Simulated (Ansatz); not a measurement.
Mulliken charges of C2H2ClFGaN, SMILES `F[C]1=C[NH][Ga]1[Cl]` from PBE/def2-TZVPP in Ansatz (PBE0-D4/def2-TZVP geometry).

```
atom   x (Å)   y (Å)   z (Å)  charge (e)
  F1   2.293   0.927   0.222      -0.150
  C2   1.043   0.488   0.126      -0.019
  C3   0.624  -0.793   0.150       0.010
  N4  -0.731  -0.928  -0.248      -0.304
 Ga5  -0.777   0.990  -0.340       0.442
 Cl6  -2.296   2.410  -0.723      -0.218
  H7   1.232  -1.667   0.376       0.101
  H8  -1.295  -1.485   0.381       0.138
```

Task: By hand: the dipole of these point charges (1 e Å = 4.8032 D).

Result: Σ q r = (-0.032, -0.335, 0.139) e Å, of length 0.364 e Å = 1.75 D.

Task: How does the dipole of the full density compare? (Estimate.)

Result: Computed: (-0.124, -0.210, 0.169) e Å, 1.43 D; the point charges give 1.22 times that, at 25° from its direction.

Point charges leave out the atoms' own dipoles, such as those of lone pairs, and Mulliken's split depends on the basis, so the two needn't agree.
